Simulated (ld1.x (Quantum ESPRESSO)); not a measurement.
# Building the ultrasoft potential for S (PBE, scalar-relativistic).

ld1.x (Quantum ESPRESSO) 7.5 input, shortened:

```
&input
   title='S', zed=16., rel=1, dft='PBE', iswitch=3,
   config='[Ne] 3s1.75 3p4.25 3d-2'
 /
 &inputp
   pseudotype=3, tm=.true., lloc=-1, rcloc=1.45,
   nlcc=.true., new_core_ps=.true.,
   which_augfun='PSQ', rmatch_augfun=1.10
 /
5
3S  1  0   1.75   0.00  1.35  1.65  0.0
3S  1  0   0.00  -0.60  1.35  1.65  0.0
3P  2  1   4.25   0.00  1.35  1.60  0.0
3P  2  1   0.00   2.85  1.35  1.60  0.0
3D  3  2  -2.00  -0.05  1.40  1.95  0.0
 &test
   configts(1)='3s1.75 3p4.25'
 /
```

All-electron outer shells of the reference configuration (PBE, scalar-relativistic, ld1.x):

| shell | level (eV) | outermost node (bohr) | outermost maximum (bohr) |
| --- | --- | --- | --- |
| 2s | -212.08 | 0.13 | 0.39 |
| 2p | -156.87 | – | 0.33 |
| 3s | -17.43 | 0.60 | 1.40 |
| 3p | -7.15 | 0.58 | 1.59 |

What the tests gave:

```json
{"Cutoffs needed": "18 Ry and 30 Ry (the cutoffs (Ry, on a coarse ladder) from which the occupation-weighted sum of valence levels, in a spherical-Bessel basis at the reference potential, stays within 10 and 1 mRy of its value at 400 Ry)", "Ghost test": "no extra level below or beside the all-electron valence levels (s, p, d, f tested) (spherical-Bessel basis up to 400 Ry, 20 bohr box)", "Largest excitation error": "+15 meV (all-electron minus pseudo) for 3s2 3p1, out of 7 test configurations", "Lowest eigenvalue of the overlap operator": "0.42 (s channel)", "Density cutoff estimated by the generator": "311 Ry"}
```

Generation and tests took about 0.9 s on one core of a shared server CPU.
